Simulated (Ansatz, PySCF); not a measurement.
Molecule: N$_{2}$H, net charge 0, doublet state. It need not be the lowest isomer of its formula. SMILES: [N][NH]
Geometry: optimised at B3LYP-D3(BJ)/def2-TZVP (Ansatz, an electronic-structure program).

Property: atomisation energy (electronic, to ground-state atoms), in eV. Correlated levels leave the core frozen unless marked. Open shells are spin-unrestricted. No spin-orbit coupling. Non-relativistic. The coupled-cluster limit lacks core correlation, which all-electron functionals hold. Basis-set limits of correlation are two-point, X^-3; Hartree-Fock from the larger set.

| level | program | atomisation energy (eV) |
|---|---|---|
| HF/def2-TZVPP | Ansatz | 4.55 |
| M06-L-D4/def2-TZVPD | PySCF + dftd4 | 9.67 |
| PBE0/STO-3G | Ansatz | 8.23 |
| PBE0-D3(BJ)/def2-TZVP | Ansatz + dftd3 | 9.88 |
| PBE0-D3(BJ)/def2-TZVPD | Ansatz + dftd3 | 9.90 |
| PW6B95-D4/def2-TZVPD | PySCF + dftd4 | 9.90 |
| MN15/def2-TZVPD | PySCF | 9.84 |
| MP2/cc-pVTZ | Ansatz | 9.08 |
| MP2/cc-pVQZ | Ansatz | 9.40 |
| MP2/CBS(aug-cc-pVTZ,aug-cc-pVQZ) | Ansatz | 9.62 |
| RI-MP2/def2-TZVPP | Ansatz | 9.11 |
| SCS-MP2/STO-3G | Ansatz | 4.80 |
| SCS-MP2/6-31G* | Ansatz | 8.10 |
| CCSD/6-31G* | Ansatz | 7.90 |
| CCSD/def2-QZVPPD | Ansatz | 9.11 |
| CCSD/CBS(aug-cc-pVTZ,aug-cc-pVQZ) | Ansatz | 9.29 |
| CCSD/CBS(cc-pVTZ,cc-pVQZ) | Ansatz | 9.26 |
| CCSD/CBS(def2-TZVPP,def2-QZVPP) | Ansatz | 9.26 |
| CCSD/CBS(def2-TZVPPD,def2-QZVPPD) | Ansatz | 9.27 |
| CCSD(T)/aug-cc-pVTZ | Ansatz | 9.27 |
| CCSD(T)/CBS(aug-cc-pVTZ,aug-cc-pVQZ) | Ansatz | 9.68 |

The UHF reference is spin-contaminated (<S^2> 0.10 over the pure value in the largest basis).
